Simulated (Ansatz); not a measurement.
`N[SiH2][SiH](F)[SiH3]` + BH₃ → `B[SiH](F)[SiH2]N` + SiH₄  (formal exchange of groups at the Si–Si bond)

Calculated with Ansatz (gas phase, PBE0-D4/def2-TZVP geometries, no zero-point term in ΔE). CCSD(T)/CBS adds triple-zeta CCSD(T) − MP2 to the extrapolated MP2 energy (def2 sets, frozen cores). This one scheme is used for every species. DFT in def2-TZVPP. Each species was taken in one conformer, which may not be the lowest.

```tsv
level	ΔE (kJ/mol)
B2PLYP	9.1
SCS-MP2/def2-TZVPP	10.7
```

(1) What does CCSD(T)/CBS give? (Best estimate.)

Largest T1 diagnostic among the species: 0.013.

Answers

(1) Ansatz gave: +11.4 kJ/mol. The listed levels differ from it by -2.3, -0.7 kJ/mol.
